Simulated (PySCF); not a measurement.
Substituent chemical shifts

Parent skeleton `[N:1]#[C:2][CH2:3][SiH2:4][SiH2:5][NH2:6]`; one hydrogen on atom 4 is replaced by X. Hydrogens on one atom are averaged.

How the numbers were obtained: geometry from GFN2-xTB, shielding tensors at PBE0/pcSseg-1 (GIAO), in PySCF 2.14.0 with density-fitted response routines (non-relativistic, in vacuum, fast rotation and ring inversion assumed for equivalent nuclei, a single conformation).

δ = σ(ref) − σ, references computed at the same level: 15N (σ = 267.73 ppm) against NH3; 13C (σ = 186.93 ppm), 29Si (σ = 349.16 ppm), 1H (σ = 31.72 ppm) against TMS.

(1) Give δ (ppm) for X = NHCHO, NHCOCH3, CH2SiH3.

(2) Which position responds most, and to which substituents?

Answers

(1) 
```tsv
X	SMILES	N1	C2	C3	Si4	Si5	N6	H(C3)	H(Si4)	H(Si5)
NHCHO	N#CC[Si@H](NC=O)[SiH2]N	297.5	121.4	-1.6	-32.2	-55.9	-0.3	1.62	5.33	5.14
NHCOCH3	CC(=O)N[Si@H](CC#N)[SiH2]N	295.7	121.5	1.8	-41.8	-55.0	-3.0	2.06	4.58	5.16
CH2SiH3	N#CC[Si@@H](C[SiH3])[SiH2]N	296.7	123.6	1.3	-38.5	-51.8	-1.4	1.61	4.46	5.19
```

(2) Si4: from -41.8 ppm with NHCOCH3 to -32.2 ppm with NHCHO.

Experimental scales use liquid or dissolved standards, which lie at an offset from isolated NH3 (liquid NH3: subtract about 20 ppm). Unscaled 15N shifts of sp2 nitrogen come out 20 to 40 ppm too high even then.
